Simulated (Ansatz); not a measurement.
Ansatz (an electronic-structure program) input (B3LYP-D3(BJ)/def2-TZVP):

Ansatz 0.2 input:
```yaml
crystal:
  periodic: [false, false, false]
  atoms:
    - {symbol: C, position_ang: [-2.48717358, -0.25567692, -0.21116455]}
    - {symbol: C, position_ang: [-1.10833977, 0.22685032, 0.21632153]}
    - {symbol: C, position_ang: [-0.00396403, -0.76123413, -0.21877531]}
    - {symbol: C, position_ang: [1.35709703, -0.33209576, 0.19075837]}
    - {symbol: C, position_ang: [2.03156048, 0.84523688, -0.41917538]}
    - {symbol: O, position_ang: [1.72531199, -0.71404805, 1.46920066]}
    - {symbol: H, position_ang: [-2.70814942, -1.22300556, 0.23454905]}
    - {symbol: H, position_ang: [-3.25347985, 0.45008743, 0.10258731]}
    - {symbol: H, position_ang: [-2.53725410, -0.35800556, -1.29335299]}
    - {symbol: H, position_ang: [-1.07346937, 0.33317300, 1.30178621]}
    - {symbol: H, position_ang: [-0.90778724, 1.20423368, -0.22701289]}
    - {symbol: H, position_ang: [-0.04210733, -0.86800402, -1.30589502]}
    - {symbol: H, position_ang: [-0.21055382, -1.73175253, 0.23559496]}
    - {symbol: H, position_ang: [1.75786337, 1.78811784, 0.07497400]}
    - {symbol: H, position_ang: [1.75472664, 0.92701740, -1.46670064]}
    - {symbol: H, position_ang: [3.11791730, 0.74994742, -0.35520220]}
    - {symbol: H, position_ang: [2.55007052, -0.27770741, 1.70621923]}
basis:
  gaussian:
    orbitals: def2-TZVP
hamiltonian:
  xc: b3lyp
  dispersion: d3bj
magnetization: {spin_polarized: true, initial_magnetization: 1}
relax: {f_tol: 0.002, max_steps: 150}
```

End of the output:

```
0.33 GiB of the device are held for the grids
1.48 GiB of device memory are held for the factors and their scratch space
mean field: 1.74 GiB planned
mean field -7413.53087711 eV, -272.4422346619 hartree, gradient 1.7e-5 eV, S^2 0.753605; 0 other end points of the search recorded, 0 dependent functions left out
the calculation of the forces begins
reference -7413.53119569 eV, -272.4422463697 hartree; 25, 24 occupied and 227, 228 virtual orbitals, 1535 factors
relax step  10: F+E_penalty+E_count = -7414.09819371 eV  Δ(F+E_penalty+E_count) = -7.139e-6 eV  max|allowed force component| = 2.314e-3 eV/Å  Δτ_max = 0.0021 Å  (35 SCF iters, accepted)
these checks for a lower state are left out or cut short: starts, cluster_reference, orbital_swaps, neighbouring_geometries, increment
integrals: 0.19 GiB planned
1535 factors; their error is unknown
0.33 GiB of the device are held for the grids
1.48 GiB of device memory are held for the factors and their scratch space
mean field: 1.74 GiB planned
mean field -7413.53087734 eV, -272.4422346706 hartree, gradient 1.7e-5 eV, S^2 0.753605; 0 other end points of the search recorded, 0 dependent functions left out
the calculation of the forces begins
reference -7413.53119593 eV, -272.4422463784 hartree; 25, 24 occupied and 227, 228 virtual orbitals, 1535 factors
relax step  11: F+E_penalty+E_count = -7414.09819448 eV  Δ(F+E_penalty+E_count) = -7.683e-7 eV  max|allowed force component| = 1.298e-3 eV/Å  Δτ_max = 0.0012 Å  (35 SCF iters, accepted)
integrals: 0.19 GiB planned
1535 factors; their error is unknown
0.33 GiB of the device are held for the grids
1.48 GiB of device memory are held for the factors and their scratch space
mean field: 1.74 GiB planned
mean field evaluation 96: about -7413.5309 eV, gradient 1.7e-5 eV
mean field -7413.53087734 eV, -272.4422346706 hartree, gradient 1.7e-5 eV, S^2 0.753605; 1 other end points of the search recorded, 0 dependent functions left out
the calculation of the forces begins
reference -7413.53119593 eV, -272.4422463784 hartree; 25, 24 occupied and 227, 228 virtual orbitals, 1535 factors
Total energy: -7414.09851307 eV, -272.4630948988 hartree
Atom 0 at    -2.498835    -0.259665    -0.175513 Å, force    -0.000132     0.000079    -0.000203 eV/Å
Atom 1 at    -1.106954     0.205268     0.239328 Å, force    -0.000252    -0.000131    -0.000026 eV/Å
Atom 2 at     0.002931    -0.745517    -0.254006 Å, force     0.000157     0.000587    -0.000074 eV/Å
Atom 3 at     1.376021    -0.349760     0.160477 Å, force     0.000304    -0.000619    -0.000545 eV/Å
Atom 4 at     2.077740     0.815193    -0.446017 Å, force    -0.000518    -0.000046    -0.000419 eV/Å
Atom 5 at     1.611249    -0.590830     1.501415 Å, force     0.000617    -0.000008     0.001298 eV/Å
Atom 6 at    -2.717408    -1.250576     0.229839 Å, force    -0.000009     0.000035    -0.000052 eV/Å
Atom 7 at    -3.272005     0.423736     0.180921 Å, force    -0.000010    -0.000040     0.000006 eV/Å
Atom 8 at    -2.585578    -0.322257    -1.263304 Å, force    -0.000108    -0.000009    -0.000038 eV/Å
Atom 9 at    -1.044979     0.278536     1.327721 Å, force     0.000182    -0.000002     0.000033 eV/Å
Atom 10 at    -0.921862     1.209713    -0.152971 Å, force     0.000006    -0.000048     0.000055 eV/Å
Atom 11 at    -0.035362    -0.801685    -1.346008 Å, force    -0.000158     0.000016    -0.000036 eV/Å
Atom 12 at    -0.204794    -1.751526     0.124244 Å, force     0.000193     0.000082     0.000005 eV/Å
Atom 13 at     1.722403     1.777539    -0.042053 Å, force     0.000067     0.000209     0.000030 eV/Å
Atom 14 at     1.924588     0.837248    -1.525529 Å, force     0.000044     0.000133    -0.000105 eV/Å
Atom 15 at     3.157523     0.772600    -0.266691 Å, force    -0.000087    -0.000116     0.000019 eV/Å
Atom 16 at     2.477589    -0.244881     1.742859 Å, force    -0.000297    -0.000122     0.000052 eV/Å
Dipole moment:     0.181663     0.220586    -0.074164 e Å
```

It need not be the lowest isomer of its formula.
